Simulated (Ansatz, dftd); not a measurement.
Species: C2H5N, charge 0, singlet. C2H5N (N-methylmethanimine, SMILES CN=C).
B3LYP-D3(BJ)/def2-TZVP minimum from Ansatz (a program for electronic structure):
```
N
C 1 1.2590
H 2 1.0883 1 119.48
H 2 1.0987 3 117.18 1 180.00
C 1 1.4479 2 118.24 3 -180.00
H 5 1.0921 1 108.92 2 -121.86
H 5 1.0921 6 106.91 1 117.56
H 5 1.0989 6 109.13 7 117.91
```
Charge 0, spin multiplicity 1.

Property: atomisation energy (electronic, to ground-state atoms), in kcal/mol. Radicals and triplets start from unrestricted determinants; spin-orbit coupling is neglected. CBS(X,Y): correlation extrapolated as X^-3, Hartree-Fock from the larger set (Q,5: extrapolated as (X+1)exp(-9√X)). A bracket is a step between two methods taken in the basis named. Functionals run without relativity, which enters their misses. 'core' is core correlation in cc-pwCVTZ, 'X2C' scalar relativity in cc-pVTZ-DK, both at CCSD(T). For partners of very few electrons the exact lower level stands in for a higher one.

Compared with CCSD(T)/CBS(cc-pVQZ,cc-pV5Z) + [CCSDT(Q) - CCSD(T)]/cc-pVDZ + core + X2C (Ansatz).

### Question
Rank these levels by how close they come to it, closest first: B3LYP/def2-TZVPD (Ansatz); PBE0/def2-TZVPD (Ansatz); B3LYP-D4/def2-TZVPD (Ansatz + dftd4); PBE-D4/def2-TZVPD (Ansatz + dftd4); r2SCANh/def2-TZVPD (Ansatz).

### Answer
B3LYP/def2-TZVPD (730.8 kcal/mol, difference 0.1), PBE0/def2-TZVPD (731.6 kcal/mol, difference 0.9), B3LYP-D4/def2-TZVPD (734.3 kcal/mol, difference 3.6), r2SCANh/def2-TZVPD (722.6 kcal/mol, difference -8.1), PBE-D4/def2-TZVPD (750.0 kcal/mol, difference 19.3)…
